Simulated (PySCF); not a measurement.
A calculated (PBE, PySCF 2.14, aug-cc-pVTZ-DK, the spin-free X2C one-electron Hamiltonian (Gaussian nucleus)) atom or ion has these occupied shells.

```tsv
shell	electrons	orbital energy (eV)	rms radius, mean of both spins (bohr)
1s β	1	-4882.0	0.0804
1s α	1	-4882.0	0.0804
2s α	1	-552.77	0.353
2s β	1	-552.23	0.353
2p α	3	-460.16	0.322
2p β	3	-459.73	0.322
3s α	1	-79.151	1.08
3s β	1	-77.369	1.08
3p α	3	-55.367	1.18
3p β	3	-53.595	1.18
3d α	2	-20.837	1.60
```

Q: Name the element and its charge.

A: Ti²⁺ (titanium, charge +2), in [Ar] 3d2, high-spin 3F determinant.
